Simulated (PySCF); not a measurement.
Compound: C4H4F2OS.
Numbering: `[O:1]=[C:2]1[C@@H:3]([F:4])[CH2:5][S:6][C@@H:7]1[F:8]` (hydrogens: H9 on C3; H10, H11 on C5; H12 on C7)

Level: PBE0/pcSseg-1 and CAM-B3LYP/def2-SVPD in PySCF, non-relativistic, on one gas-phase PBE0-D3(BJ)/def2-SVP geometry that isn't relaxed in the solvent. The solvent is an IEF-PCM continuum (Bondi radii, 1.10 Å for H, scaled by 1.2). The model holds no explicit solvent molecules, cavitation or dispersion.

Gas phase at PBE0/pcSseg-1: HOMO -7.67 eV, LUMO -1.67 eV, dipole 2.27 D.

Problem. What does the continuum do to the energy, the frontier levels and the dipole at PBE0/pcSseg-1 in dichloromethane and water?

Solution. 
| solvent | ε | E(solvent) − E(gas) (kcal/mol) | polarisation term (kcal/mol) | distortion of the solute (kcal/mol) | HOMO (eV) | LUMO (eV) | dipole (D) |
| --- | --- | --- | --- | --- | --- | --- | --- |
| dichloromethane | 8.93 | -6.11 | -6.81 | 0.70 | -7.48 | -1.55 | 2.81 |
| water | 78.36 | -7.23 | -8.22 | 0.99 | -7.45 | -1.54 | 2.91 |

Polarisation term: ½ Σ q·V over the induced surface charges. Distortion: the rise of the solute's own energy as its density leaves the gas-phase optimum. From dichloromethane to water the lowering changes by a factor 1.18, Onsager's factor (ε − 1)/(2ε + 1) by 1.17 and ε itself by 8.8.

Problem. Which radius a makes the point-dipole formula ΔE = −[(ε − 1)/(2ε + 1)]·μ²/a³ give the value in water, with the gas-phase dipole?

Solution. μ = 0.893 au and |ΔE| = 0.01151 Eh give a = 1.71 Å; the farthest nucleus lies 2.51 Å from the centroid of the nuclei, so such a sphere wouldn't even hold the nuclei. The formula assumes a rigid point dipole at the centre of a sphere.

Problem. Which IAO charges (PBE0/pcSseg-1) respond most in dichloromethane (means over atoms taken as equivalent)?

Solution. 
```csv
atoms,environment,gas (e),solvent (e),change
O1,ketone oxygen,-0.346,-0.380,-0.034
H9,methine hydrogen,+0.167,+0.182,+0.015
H12,methine hydrogen,+0.179,+0.192,+0.013
H10,methylene hydrogen,+0.167,+0.180,+0.013
C2,ketone carbonyl carbon,+0.353,+0.365,+0.012
F4,alkyl fluorine,-0.292,-0.303,-0.011
```

Problem. Which Mayer bond orders change most in dichloromethane?

Solution. 
```
 bond  length (Å)    gas  solvent  change
O1–C2       1.195  2.075    2.042  -0.033
C3–F4       1.355  0.931    0.912  -0.019
C7–F8       1.375  0.872    0.861  -0.011
C5–S6       1.842  0.979    0.969  -0.010
C2–C3       1.523  0.886    0.895  +0.009
C7–C2       1.525  0.906    0.915  +0.009
C3–H9       1.105  0.920    0.913  -0.007
C3–C5       1.522  0.991    0.996  +0.005
```

Gas phase at CAM-B3LYP/def2-SVPD: HOMO -9.09 eV, LUMO -0.64 eV, dipole 2.60 D.

Problem. What does the continuum do to the energy, the frontier levels and the dipole at CAM-B3LYP/def2-SVPD in dichloromethane and water?

Solution. 
```json
{"solvent": "dichloromethane", "ε": "8.93", "E(solvent) − E(gas) (kcal/mol)": "-6.78", "polarisation term (kcal/mol)": "-7.72", "distortion of the solute (kcal/mol)": "0.94", "HOMO (eV)": "-8.85", "LUMO (eV)": "-0.51", "dipole (D)": "3.27"}
{"solvent": "water", "ε": "78.36", "E(solvent) − E(gas) (kcal/mol)": "-8.05", "polarisation term (kcal/mol)": "-9.38", "distortion of the solute (kcal/mol)": "1.33", "HOMO (eV)": "-8.82", "LUMO (eV)": "-0.50", "dipole (D)": "3.39"}
```

Problem. How does the static polarisability (CAM-B3LYP/def2-SVPD, frozen core, with the continuum's full static response) change?

Solution. 
```tsv
medium	isotropic (au)	principal values (au)	⟨r²⟩ of the electrons (bohr²)
gas	68.0	57.7, 70.7, 75.6	986.6
dichloromethane	87.7	75.1, 89.7, 98.5	987.3
water	92.4	79.8, 93.8, 103.5	987.5
```

The isotropic value in water is 1.36 times the gas-phase one; no cavity-field correction is applied. ⟨r²⟩ is taken about the centre of nuclear charge.

Rough CPU time on one thread of a shared machine: about 26 s. This is the whole shielding run at PBE0/pcSseg-1 in water, SCF included.
